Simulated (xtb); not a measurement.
F3MoO (SMILES [O]=[Mo]([F])([F])[F]), doublet, from a rough starting geometry (GFN-xTB shapes and energies of metal compounds can be far from the true ones) (the multiplicity is a formal guess); xtb with GFN2-xTB.

Input for xtb:
```
$ xtb mol.xyz --gfn 2 --uhf 1 --opt vtight --json

# file mol.xyz
5

Mo     0.01482162    -0.09042715    -0.05660114
O      1.17709452     0.00541849    -1.27699741
F      1.15374621    -0.29203661     1.28099518
F     -1.34314749    -0.47575903    -0.97926227
F     -0.99479817     0.90819889     1.06750463
```

Q: What does xtb print? Leave out banner, timings and long lists.

A: 
```
   ID    Z sym.   atoms
    1   42 Mo     1
    2    8 O      2
    3    9 F      3-5

           -------------------------------------------------
          |                Calculation Setup                |
           -------------------------------------------------

           -------------------------------------------------
          |                 G F N 2 - x T B                 |
           -------------------------------------------------

          ...................................................
          :                      SETUP                      :
          :.................................................:
          :  # basis functions                  26          :
          :  # atomic orbitals                  25          :
          :  # shells                           11          :
          :  # electrons                        33          :
          :  max. iterations                   250          :
          :  Hamiltonian                  GFN2-xTB          :
          :  restarted?                      false          :
          :  GBSA solvation                  false          :
          :  PC potential                    false          :
          :  electronic temp.          300.0000000     K    :
          :  accuracy                    1.0000000          :
          :  -> integral cutoff          0.2500000E+02      :
          :  -> integral neglect         0.1000000E-07      :
          :  -> SCF convergence          0.1000000E-05 Eh   :
          :  -> wf. convergence          0.1000000E-03 e    :
          :  Broyden damping             0.4000000          :
          :  net charge                          0          :
          :  unpaired electrons                  1          :
          ...................................................

 iter      E             dE          RMSdq      gap      omega  full diag
   1    -20.3331112 -0.203331E+02  0.989E+00    2.48       0.0  T
   2    -20.3811234 -0.480123E-01  0.838E+00    1.71       1.0  T
   3    -20.5007210 -0.119598E+00  0.549E+00    1.99       1.0  T
   4    -20.5041518 -0.343078E-02  0.302E+00    2.04       1.0  T
   5    -20.5029891  0.116264E-02  0.182E+00    2.11       1.0  T
   6    -20.5039823 -0.993189E-03  0.109E+00    2.09       1.0  T
   7    -20.5042676 -0.285268E-03  0.627E-01    2.05       1.0  T
   8    -20.5044806 -0.213039E-03  0.229E-01    2.06       1.0  T
   9    -20.5044603  0.202860E-04  0.277E-01    2.07       1.0  T
[...]
         :: total energy             -20.463263329318 Eh    ::
 * total energy  :   -20.4632633 Eh     change       -0.1787015E-11 Eh
 * total energy  :   -20.4668382 Eh     change       -0.3574844E-02 Eh
 * total energy  :   -20.4679464 Eh     change       -0.1108254E-02 Eh
 * total energy  :   -20.4681452 Eh     change       -0.1987423E-03 Eh
 * total energy  :   -20.4682245 Eh     change       -0.7930095E-04 Eh
 * total energy  :   -20.4682320 Eh     change       -0.7555274E-05 Eh
 * total energy  :   -20.4682333 Eh     change       -0.1256673E-05 Eh
 * total energy  :   -20.4682334 Eh     change       -0.1264618E-06 Eh
 * total energy  :   -20.4682334 Eh     change       -0.8295963E-08 Eh
   *** GEOMETRY OPTIMIZATION CONVERGED AFTER 9 ITERATIONS ***
         :: total energy             -20.468233418064 Eh    ::
[...]
        24                          0.2679091               7.2902
        25                          0.3223503               8.7716
      -------------------------------------------------------------
                  HL-Gap            0.0734073 Eh            1.9975 eV
             Fermi-level           -0.4393479 Eh          -11.9553 eV

     #   Z          covCN         q      C6AA      α(0)
     1  42 Mo       3.013     1.268   327.565    43.545
     2   8 O        0.804    -0.451    22.759     6.395
     3   9 F        0.736    -0.255    11.827     4.061
     4   9 F        0.736    -0.255    11.827     4.061
     5   9 F        0.736    -0.306    12.396     4.158

 Mol. C6AA /au·bohr⁶  :       1034.905577
 Mol. C8AA /au·bohr⁸  :      63661.062592
 Mol. α(0) /au        :         62.220882

Wiberg/Mayer (AO) data.
largest (>0.10) Wiberg bond orders for each atom

 ---------------------------------------------------------------------------
     #   Z sym  total        # sym  WBO       # sym  WBO       # sym  WBO
 ---------------------------------------------------------------------------
     1  42 Mo   5.644 --     2 O    2.197     3 F    1.173     4 F    1.173
                             5 F    1.101
     2   8 O    2.365 --     1 Mo   2.197
     3   9 F    1.299 --     1 Mo   1.173
     4   9 F    1.299 --     1 Mo   1.173
     5   9 F    1.224 --     1 Mo   1.101
 ---------------------------------------------------------------------------

Topologies differ in total number of bonds
Writing topology from bond orders to xtbtopo.mol

molecular dipole:
                 x           y           z       tot (Debye)
 q only:       -0.129      -0.277       0.164
   full:       -0.535      -0.291       0.616       2.202
molecular quadrupole (traceless):
                xx          xy          yy          xz          yz          zz
 q only:       -2.494       0.950       5.076       1.378      -1.547      -2.583
  q+dip:       -2.589       1.107       5.206       1.317      -1.741      -2.617
   full:       -2.547       1.031       5.236       1.795      -1.623      -2.688

optimized geometry written to: xtbopt.xyz

           -------------------------------------------------
          | TOTAL ENERGY              -20.468233418064 Eh   |
          | GRADIENT NORM               0.000032582506 Eh/α |
          | HOMO-LUMO GAP               1.997513605263 eV   |
           -------------------------------------------------

normal termination of xtb
```
